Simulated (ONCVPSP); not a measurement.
**Sb: one change to an ONCV potential, before and after**

- Element: Sb
- Generator: ONCVPSP 4.0.1
- Type: optimised norm-conserving Vanderbilt (ONCV)
- Functional: PBEsol
- Relativity: scalar-relativistic
- Frozen core: [Ar] 3d10
- Valence charge: 23
- Reference configuration: 4s2 4p6 4d10 5s2 5p2 (charge +1)
- Partial waves: 4s+5s: rc 1.30 bohr, ncon 4, nbas 8, qcut 10.3 1/bohr, 2 projectors; 4p+5p: rc 1.55 bohr, ncon 3, nbas 6, qcut 11.1 1/bohr, 2 projectors; 4d: rc 1.50 bohr, ncon 3, nbas 8, qcut 8.3 1/bohr, 3 projectors, debl 3.2 Ha
- Local potential: polynomial inside 1.30 bohr (lpopt 4, dvloc0 0 Ha)
- Core correction: Teter function fitted to the true core (icmod 2), fcfact 0.4

Change: all radii but the core radius scaled by about 0.77 (s 1.00, p 1.20, d 1.16 bohr); local potential polynomial inside 1.00 bohr (lpopt 4, dvloc0 0 Ha).

Cutoffs: the cutoffs (Ha) at which the residual kinetic energy of the hardest occupied pseudo-wave falls to 1 and 0.1 mHa per electron; they do not see the model core or the augmentation charge, which bear on the density cutoff. Errors are all-electron minus pseudo energies relative to the spin-unpolarised reference configuration.

How do hardness, ghosts and transferability respond?

The potential gets harder (38 Ha and 44 Ha → 80 Ha and 206 Ha); of the 4 tests that both files solve, the error grows in 0 and shrinks in 1 by more than 15 % and 0.3 meV (median size 7.7 → 6.7 meV); neither file shows a bound ghost. A smaller radius makes the pseudo-wave follow the all-electron one further in, where it bends more sharply, so more plane waves are needed.

```tsv
quantity	base	changed
cutoff, loose	38 Ha	80 Ha
cutoff, tight	44 Ha	206 Ha
loose cutoff by channel	s 38 Ha, p 27 Ha, d 31 Ha	s 48 Ha, p 41 Ha, d 80 Ha
bound ghosts	none	none
GHOST(+) flags under 300 eV	none	none
error for 4s2 4p6 4d10 5s2 5p3, meV [ΔE -8.34 eV]	+1.8	+1.6
error for 4s2 4p6 4d10 5s2 5p1, meV [ΔE 16.01 eV]	-4.0	-3.5
error for 4s2 4p6 4d10 5s2 5p0, meV [ΔE 40.46 eV]	-11	-9.9
error for 4s2 4p5 4d10 5s2 5p3, meV [ΔE 101.45 eV]	-216	-122
rms error of d²Exc/dni dnj with the model core, mHa	0.66	0.50
```
